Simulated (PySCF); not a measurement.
Al(H)(Me)(OEt) (C₃H₉AlO), SMILES CC[O][AlH][CH3].

Geometry optimised at PBE0-D3(BJ)/def2-SVP. The structure was generated by enumeration; whether it is a known compound was not checked. The values are those of a single conformer.

These are PySCF with TDDFT-M06-2X/def2-SVPD values and carry that method's errors.

Vertical excitations. 

Computed excitation energies, oscillator strengths and character:
```json
[
 {"state": "S1", "energy (eV)": "5.84", "λ (nm)": "212", "f": "0.004", "main pairs": "HOMO→LUMO 97 %"},
 {"state": "S2", "energy (eV)": "6.69", "λ (nm)": "185", "f": "0.002", "main pairs": "HOMO−2→LUMO 83 %"},
 {"state": "S3", "energy (eV)": "6.98", "λ (nm)": "178", "f": "0.090", "main pairs": "HOMO−1→LUMO 60 %, HOMO→LUMO+1 20 %"},
 {"state": "S4", "energy (eV)": "7.08", "λ (nm)": "175", "f": "0.041", "main pairs": "HOMO→LUMO+1 65 %, HOMO−1→LUMO 22 %"},
 {"state": "S5", "energy (eV)": "7.40", "λ (nm)": "168", "f": "0.023", "main pairs": "HOMO−1→LUMO+1 68 %"},
 {"state": "S6", "energy (eV)": "7.48", "λ (nm)": "166", "f": "0.131", "main pairs": "HOMO−2→LUMO+1 52 %, HOMO→LUMO+2 24 %"},
 {"state": "S7", "energy (eV)": "7.78", "λ (nm)": "159", "f": "0.024", "main pairs": "HOMO→LUMO+2 30 %, HOMO−2→LUMO+1 23 %, HOMO→LUMO+3 18 %, HOMO−2→LUMO+3 7 %"},
 {"state": "S8", "energy (eV)": "8.13", "λ (nm)": "152", "f": "0.233", "main pairs": "HOMO→LUMO+3 57 %, HOMO→LUMO+2 21 %"},
 {"state": "S9", "energy (eV)": "8.32", "λ (nm)": "149", "f": "0.087", "main pairs": "HOMO−1→LUMO+2 47 %, HOMO−1→LUMO+3 13 %, HOMO−2→LUMO+2 8 %, HOMO−3→LUMO 7 %"},
 {"state": "S10", "energy (eV)": "8.41", "λ (nm)": "147", "f": "0.032", "main pairs": "HOMO−2→LUMO+2 35 %, HOMO−3→LUMO 30 %, HOMO−1→LUMO+3 8 %"},
 {"state": "T1", "energy (eV)": "5.53", "λ (nm)": "224", "f": "0", "main pairs": "HOMO→LUMO 93 %"},
 {"state": "T2", "energy (eV)": "6.19", "λ (nm)": "200", "f": "0", "main pairs": "HOMO−1→LUMO 86 %"},
 {"state": "T3", "energy (eV)": "6.46", "λ (nm)": "192", "f": "0", "main pairs": "HOMO→LUMO+1 62 %, HOMO→LUMO+3 21 %"},
 {"state": "T4", "energy (eV)": "6.48", "λ (nm)": "191", "f": "0", "main pairs": "HOMO−2→LUMO 85 %"}
]
```
Triplets are in the Tamm–Dancoff approximation, which puts them higher than full response would, so one can lie above its singlet here.
